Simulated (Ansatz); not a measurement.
Ideal-gas functions of C$_{2}$HF$_{2}$Si (`C#C[Si](F)F`) radical at 500 K and 1 bar, from an Ansatz frequency run at PBE0-D4/def2-TZVP.

Molar mass 91.11 g/mol, point group Cs (symmetry number 1), electronic degeneracy 2, moments of inertia 68.933, 171.138, 226.435 u Å². Harmonic wavenumbers (cm⁻¹, unscaled): 126, 171, 288, 340, 412, 643, 734, 755, 882, 947, 2150, 3460.

Use S(trans) = R[1.5 ln M + 2.5 ln T − 1.1517]; rotational temperatures θ = 24.2544 K / I; S(rot) = R[ln(√π/σ · √(T³/θAθBθC)) + 1.5]; for each mode x = 1.438777 ν̃/T, S = R[x/(eˣ − 1) − ln(1 − e⁻ˣ)] and H = RT x/(eˣ − 1); 1 cm⁻¹ = 0.0119627 kJ/mol; R = 8.31446 J/(mol·K).

Problem. By hand: the entropy, in J/(mol·K).

Solution. Translation 175.9. Rotation: θ = 0.3519, 0.1417, 0.1071 K, giving 116.5. Vibration, mode by mode: 16.80, 14.29, 10.11, 8.82, 7.37, 4.29, 3.49, 3.33, 2.50, 2.15, 0.12, 0.00, in all 73.3. Electronic 5.8. Sum 371.5 J/(mol·K).

Problem. By hand: H − E and G − E in kJ/mol, counted from the electronic energy.

Solution. Zero-point energy ½ × 10908 × 0.0119627 = 65.2; thermal vibration 19.5; translation, rotation and pV give 4 RT = 16.6. H − E = 101.3 kJ/mol, and G − E = 101.3 − 500 × 371.5/1000 = -84.4 kJ/mol.

Vibration gives 20 % of the entropy, 16.8 J/(mol·K) of it from the mode under 150 cm⁻¹: soft modes count most, and the harmonic formula is weakest for them.
